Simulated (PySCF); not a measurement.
1,2,3,4-tetrahydroquinoline, C₉H₁₁N.
InChI=1S/C9H11N/c1-2-6-9-8(4-1)5-3-7-10-9/h1-2,4,6,10H,3,5,7H2

The closed-shell ground state was solved at several levels (PySCF, density fitting, gas phase, non-relativistic). One conformer (not necessarily the lowest) at the PBE0-D3(BJ)/def2-SVP geometry, without solvent, vibrations or thermal averaging.

| level | basis functions | HOMO (eV) | LUMO (eV) | gap (eV) | dipole (D) |
| --- | --- | --- | --- | --- | --- |
| PBE0/pcSseg-1 | 225 | -5.49 | 0.05 | 5.54 | 2.03 |
| CAM-B3LYP/def2-SVPD | 288 | -6.69 | 1.01 | 7.70 | 1.92 |

Q: What might mPW1PW91/pcSseg-1 (225 basis functions) give for the same quantities?

A: HOMO -5.51 eV, LUMO 0.04 eV, gap 5.55 eV, dipole 2.03 D.

Q: How far do the dipole and the HOMO energy spread over the levels?

A: The dipole runs from 1.92 to 2.03 D (mean 1.99 D) and the HOMO from -6.69 to -5.49 eV.
